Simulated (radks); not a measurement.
The numbers below are computed, except where a source is named.
Spherical quantum dot in the effective-mass picture: electrons in a hard-walled sphere of radius 8.06, all in effective atomic units (hartree* = m*/eps^2 hartree, bohr* = eps/m* bohr), one dielectric constant everywhere. Level of theory: non-relativistic Kohn-Sham, LDA (Slater exchange, Perdew-Wang correlation), spin-polarised, spherical densities (a radial shooting solver with Libxc functionals). Levels are named by radial order and angular momentum (1s, 1p, 1d, 2s, ...), and open shells are averaged over m. Results are scaled to m* = 0.03 and eps = 5.8, for which hartree* = 24.27 meV and bohr* = 10.23 nm.

N = 3, configuration 1s2 1p(up 1, down 0). This is the lowest configuration that the search found. Occupied and some empty levels:

level    occupation  eigenvalue (meV)  <r> (nm)
1s up             1            11.687     48.39
1s down           1            12.037     48.19
1p up             1            13.047     52.61
1p down           0            13.413     52.62
1d up             0            15.120     55.68
1d down           0            15.485     55.75
2s up             0            17.754     38.90
1f up             0            17.788     58.05
2s down           0            17.978     38.87
1f down           0            18.147     58.13

Energy (meV): total 19.3249, kinetic 8.2785, external 0, Hartree 20.199, exchange-correlation -9.1522.

Electron density:

r (nm)  n(r) (e/nm^3)
6.18        1.809e-06
12.4        1.948e-06
18.5        2.165e-06
24.7        2.434e-06
30.9        2.703e-06
37.1        2.894e-06
43.2        2.913e-06
49.4        2.680e-06
55.6        2.176e-06
61.8        1.484e-06
68.0        7.794e-07
74.1        2.534e-07
80.3        1.548e-08
